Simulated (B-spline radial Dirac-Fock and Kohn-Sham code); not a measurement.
## The La atom: differential elastic cross section for electrons at 300 eV

Level of theory: relativistic (Dirac) partial waves in the static field of the Dirac-Fock atom with Furness-McCarthy exchange, without polarisation or absorption potentials; a radial B-spline solver.

```tsv
θ (°)	dσ/dΩ (a₀²/sr)	Sherman function
0	336	0.000
10	51.6	-0.001
20	5.94	0.000
30	2.66	0.018
40	1.55	0.021
50	0.410	-0.016
60	0.199	-0.099
70	0.640	0.002
80	0.782	0.035
90	0.366	0.078
100	0.0182	0.113
110	0.259	-0.116
120	0.771	-0.059
130	0.850	-0.045
140	0.377	-0.050
150	0.0147	-0.197
160	0.378	0.010
170	1.22	0.003
180	1.66	0.000
```

The total elastic cross section is 26.3 a₀², the first transport cross section 6.41 a₀² and the second, weighted with (3/2) sin²θ, 7.31 a₀². The mean deflection is ⟨1 − cos θ⟩ = 0.243, and 9.7 % of the collisions scatter beyond 90°.

On this grid of angles the cross section has minima near 60°, 100°, 150°, from interference among the few low partial waves with large phase shifts.

Values without a named source are computed, but for edge energies of neutral atoms, which are taken from tables.
